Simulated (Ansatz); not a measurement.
Reaction (redistribution): `[NH2][SnH]([OH])[SiH2]F` + `[SiH3][GeH2][SH]` → `F[SiH2][GeH2][SiH3]` + `[NH2][SnH]([OH])[SH]`

Gas-phase electronic energies from Ansatz, PBE0-D4/def2-TZVP geometries. CCSD(T)/CBS adds triple-zeta CCSD(T) − MP2 to the extrapolated MP2 energy (def2 sets, frozen cores). DFT in def2-TZVPP. Elements past krypton have def2 core potentials. For Ge, Sn outer-core shells are correlated without core-valence functions, which leaves a few kJ/mol of doubt a bond. Scalar relativity is left out up to krypton. Each species was taken in one conformer, which may not be the lowest.

Task: Is it downhill or uphill in electronic energy at CCSD(T)/CBS, and by how much? (An estimate is asked.)

Result: Computed: Downhill: ΔE = -28.3 kJ/mol.

Task: What do these levels give: PBE-D4, PBE0-D4, MP2/def2-TZVPP, SCS-MP2/def2-TZVPP, CCSD/def2-TZVPP, CCSD(T)/def2-TZVPP? (Estimate.)

Result: The calculation gave: PBE-D4 -24.3, PBE0-D4 -24.9, MP2/def2-TZVPP -25.7, SCS-MP2/def2-TZVPP -23.7, CCSD/def2-TZVPP -24.6, CCSD(T)/def2-TZVPP -25.5 kJ/mol.

Largest T1 diagnostic among the species: 0.013.

In def2-TZVPP, CCSD(T) changes the Hartree–Fock value by −3.6 kJ/mol (the triples alone add −1.0 kJ/mol) and MP2 by −3.8 kJ/mol.
